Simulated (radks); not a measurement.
Valence configurations of Ag (all share [Kr]). All-electron calculation, scalar-relativistic Kohn-Sham, PBEsol, spin-polarised, spherical densities, point nucleus; open shells are filled with parallel spins first (spin-orbit coupling, left out, can overturn this in heavy ions). Program: a radial shooting solver on a logarithmic mesh with Libxc functionals. Energies are relative to 4d10 5s1; eigenvalues in eV for spin up.

| valence | E (eV) | moment (Bohr magnetons) | e(4d) | e(5p) | e(5s) |
|---|---|---|---|---|---|
| 4d10 5s1 | 0.000 | 1 | -7.505 | - | -4.781 |
| 4d9.5 5s1.5 | 1.862 | 1 | -9.241 | - | -5.242 |
| 4d10 5s0.5 5p0.5 | 1.960 | 1 | -8.499 | -1.447 | -5.433 |
| 4d9.5 5s1 5p0.5 | 3.550 | 2 | -10.164 | -1.755 | -6.123 |
| 4d10 5p1 | 3.977 | 1 | -9.386 | -1.902 | - |
| 4d9 5s2 | 4.095 | 1 | -11.037 | - | -5.692 |
| 4d9.5 5s0.5 5p1 | 5.759 | 2 | -11.005 | -2.181 | -6.649 |
| 4d9 5s1 5p1 | 7.816 | 3 | -12.713 | -2.468 | -7.296 |
| 4d9.5 5p1.5 | 8.014 | 2 | -11.791 | -2.565 | - |
| 4d8.5 5s2 5p0.5 | 9.032 | 2 | -13.817 | -2.101 | -7.031 |

NIST lists [Kr] 4d10 5s1 as the ground configuration; this level of theory agrees among the configurations tried. The energies are those of spherical high-spin densities, not of single terms.
